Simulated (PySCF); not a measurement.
ScC: energy against distance

Set-up: Sc def2-TZVPP, C def2-TZVPP; no relativity (PySCF 2.14). Energies in eV from Sc (3d1 4s2) + C in their ground configurations at the same level. State: ⁴Π (quartet), unpaired electrons σ ↑↑, π ↑.

All columns are PBE0. A positive dipole means Sc(−)C(+).

| R (Å) | E (eV) | μ (D) | Mulliken charge on Sc (basis-dependent) | HOMO (eV) | LUMO (eV) | Mayer bond order | ⟨S²⟩ |
| --- | --- | --- | --- | --- | --- | --- | --- |
| 1.601 | -2.367 | -2.38 | 0.26 | -4.40 | -3.17 | 2.48 | 3.76 |
| 1.676 | -2.929 | -2.83 | 0.28 | -4.51 | -2.89 | 2.45 | 3.76 |
| 1.750 | -3.254 | -3.24 | 0.28 | -4.61 | -2.66 | 2.43 | 3.76 |
| 1.806 | -3.373 | -3.52 | 0.28 | -4.68 | -2.51 | 2.41 | 3.76 |
| 1.862 | -3.405 | -3.79 | 0.27 | -4.74 | -2.38 | 2.38 | 3.76 |
| 1.918 | -3.367 | -4.02 | 0.27 | -4.79 | -2.33 | 2.34 | 3.77 |
| 1.992 | -3.238 | -4.26 | 0.26 | -4.82 | -2.45 | 2.25 | 3.82 |
| 2.085 | -3.021 | -4.23 | 0.27 | -4.69 | -2.57 | 1.96 | 4.06 |
| 2.197 | -2.759 | -4.20 | 0.29 | -4.70 | -2.66 | 1.62 | 4.31 |
| 2.346 | -2.413 | -4.42 | 0.32 | -4.73 | -2.78 | 1.34 | 4.50 |

A fit through these points gives, at Re = 1.857 Å, μ = -3.77 D and dμ/dR = -4.56 D/Å; the reduced mass is 9.472 u.

Problem. How strong is the fundamental in the double-harmonic approximation, I = 42.26·(dμ/dR)²/μred km/mol?

Solution. I = 42.26·(-4.56)²/9.472 = 92.8 km/mol at PBE0.

The metal atom is held in its measured ground configuration; semilocal functionals can put another filling of s and d lower by some tenths of an eV, and De to that atom would be smaller. ⟨S²⟩ of the unrestricted solution departs from its pure value on part of the curve, where spin states mix. The state is the lowest single determinant that the PBE0 search found; with open d or f shells the true ground state can be another one.
